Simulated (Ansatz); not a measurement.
Species: CH3BCl, charge 0, doublet. CH3BCl (SMILES [CH2]BCl, doublet).
B3LYP-D3(BJ)/def2-TZVP minimum from Ansatz (a first-principles code):
```
B
H 1 1.1868
C 1 1.5157 2 123.64
H 3 1.0847 1 122.82 2 -180.00
H 3 1.0847 4 115.05 1 -180.00
Cl 1 1.7659 2 116.85 3 -180.00
```
Charge 0, spin multiplicity 2.

Atomisation energy term by term, kcal/mol (programs: Ansatz). Radicals and triplets start from unrestricted determinants; spin-orbit coupling is neglected. Correlated methods leave the cores frozen. Rows without X2C or -DK are non-relativistic. CBS(X,Y): correlation extrapolated as X^-3, Hartree-Fock from the larger set. A bracket is a step between two methods taken in the basis named. '+ core + X2C': CCSD(T) terms for core correlation (cc-pwCVTZ, 1s frozen past Ne) and scalar relativity (cc-pVTZ-DK). Where a partner has so few electrons that a lower coupled-cluster level is exact, that level stands in.

```
term                                       basis  kcal/mol
------------------  ----------------------------  --------
Hartree-Fock                         cc-pV(Q+d)Z    400.64
CCSD correlation    CBS(cc-pV(T+d)Z,cc-pV(Q+d)Z)     96.00
(T)                 CBS(cc-pV(T+d)Z,cc-pV(Q+d)Z)      6.58
CCSDT(Q) - CCSD(T)                   cc-pV(D+d)Z      0.36
core correlation                       cc-pwCVTZ      2.35
scalar relativity                X2C, cc-pVTZ-DK     -0.46
sum: De                                              505.5
```
